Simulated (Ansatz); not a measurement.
Start from `O/C(Cl)=C/[SiH3]` and change one atom or group to get `C=C(O)Cl`.

Ansatz, PBE0-D4/def2-TZVP geometries, multiplicity 1. Each molecule was computed in one conformer, which needn't be the lowest.

```csv
property,`O/C(Cl)=C/[SiH3]`
LUMO energy (ωB97M-V/def2-TZVPP) / eV,1.71
HOMO–LUMO gap (PBE0/def2-TZVPP) / eV,6.79
HOMO energy (PBE0/def2-TZVPP) / eV,-7.12
HOMO–LUMO gap (ωB97M-V/def2-TZVPP) / eV,11.02
HOMO energy (B3LYP/def2-TZVPP) / eV,-6.90
size of the dipole moment (ωB97M-V/def2-TZVPP) / D,1.63
```

Q: Give the same properties after the change, and the shifts. (Estimate.)

A: The calculation gave: 
```tsv
property	`C=C(O)Cl`	shift
LUMO energy (ωB97M-V/def2-TZVPP) / eV	2.17	0.46
HOMO–LUMO gap (PBE0/def2-TZVPP) / eV	7.36	0.57
HOMO energy (PBE0/def2-TZVPP) / eV	-7.01	0.11
HOMO–LUMO gap (ωB97M-V/def2-TZVPP) / eV	11.40	0.38
HOMO energy (B3LYP/def2-TZVPP) / eV	-6.79	0.11
size of the dipole moment (ωB97M-V/def2-TZVPP) / D	2.15	0.52
```

With PBE0 the HOMO rises by 0.11 eV and the LUMO rises by 0.69 eV, so the gap widens by about 0.58 eV. PBE moves the HOMO by 0.17 eV and ωB97M-V by 0.07 eV. Dipoles are sizes alone; their direction can turn.

B3LYP here is the variant with VWN-RPA as its local correlation; programs differ in this.
